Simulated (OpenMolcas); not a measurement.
C3+: from CASSCF to CASPT2

* Program: OpenMolcas 26.06
* Basis: ANO-R1 [3s2p1d]
* Scalar Hamiltonian: X2C, finite nucleus
* Active space: 1 electron in 4 orbitals (2s 2p)
* State averaging: 2S+1 = 2 even, 1 root; 2S+1 = 2 odd, 3 roots
* Spin-orbit coupling: state interaction with AMFI integrals over the reference wave functions, term energies averaged over their components

Methods on the same reference wave functions:
A. CASSCF
B. SS-CASPT2, IPEA 0.25 Eh, imaginary shift 0.1 Eh (closed shells correlated: 1s)

Energies in cm⁻¹ above 2s ²S_1/2, the measured ground level; measured values from Moore, Selected Tables of Atomic Spectra, NSRDS-NBS 3, section 3.

```tsv
Level	A	B	Measured
2s ²S_1/2	0.0	0.0	0.0
2p ²P°_1/2	67445	67362	64484
2p ²P°_3/2	67528	67445	64592
```

Deviations, from unrounded energies. A percentage is the sum of absolute deviations over the sum of measured energies, with the sign that they share, or ± where signs differ.

| Against measurement | Levels | A | B |
| --- | --- | --- | --- |
| mean absolute deviation (cm-1) | 2 | 2900 | 2900 |
| other configurations (%) | 2 | +4.6 | +4.4 |

A, B lie about equally close to measurement. The largest miss of B in the table is 2p ²P°_1/2, by +2900 cm-1. The ranking rests on the paired levels alone, and a cruder setting can come out closer through cancelling errors.

The lowest spin-free term lies below A's lowest term by 0.001 hartree in B.

The basis is small and was not contracted for so high a charge. With one active electron the reference holds no correlation, so core polarisation is missing (holds for A). With one active electron, CASPT2 adds the correlation within the correlated inactive shells and between them and that electron, and leaves the splitting within a term as the reference gives it (holds for B). Computed and measured levels are paired by configuration, term and J; levels that our copy of the source lacks, or whose pairing is in doubt (as where it misses far off the trend of its configuration), stay unpaired and out of the deviations. Levels of configurations outside the active space are missing.

° marks odd parity.
